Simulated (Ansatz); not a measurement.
Gas-phase electronic energies from Ansatz, PBE0-D4/def2-TZVP geometries. CBS: MP2 limit from def2 TZ/QZ plus the TZ coupled-cluster correction, frozen cores. DFT in def2-TZVPP. B3LYP here is the variant with VWN-RPA as its local correlation; programs differ in this. One conformer a species, not always the lowest.

Consider the formal exchange of groups at a B–Si bond: `S[SiH2]BCl` + `C=C(N)O` → `C=C(O)BCl` + `N[SiH2]S`.

Task: Is it downhill or uphill in electronic energy at CCSD(T)/CBS, and by how much? (Estimate.)

Result: Computed: Downhill: ΔE = -127.9 kJ/mol.

Task: What do these levels give: revPBE-D4, CAM-B3LYP-D4, PBE, B3LYP, r2SCAN0, LC-ωPBE? (Estimate.)

Result: Ansatz gave: revPBE-D4 -107.7, CAM-B3LYP-D4 -123.2, PBE -107.6, B3LYP -122.0, r2SCAN0 -117.7, LC-ωPBE -112.8 kJ/mol.

Largest T1 diagnostic among the species: 0.013.

From BLYP to BHLYP (50 % exact exchange), in def2-TZVPP and without D4, ΔE moves by −5.4 kJ/mol. At CCSD(T), def2-SVP lies +21.7 kJ/mol from the extrapolated value and def2-TZVPP +2.0 kJ/mol. Leaving LDA and LC-ωPBE aside and taking each functional with its dispersion term where it has one, the values, not all of them listed here, spread over 19.7 kJ/mol, from B2PLYP to PBE-D4.
